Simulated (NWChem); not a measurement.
bromine (Br2); SMILES BrBr

Results from NWChem. Pople sets run with spherical d functions. The geometry was optimised at PBE0/def2-SVP. Static field.

Task: Order these by “isotropic polarisability (bohr³)”, lowest first: PBE/def2-TZVP; PBE/aug-cc-pVDZ; PBE/6-31G*; PBE/def2-SVPD.

Result: PBE/6-31G* (29.9), PBE/def2-TZVP (37.3), PBE/aug-cc-pVDZ (43.0), PBE/def2-SVPD (45.8)
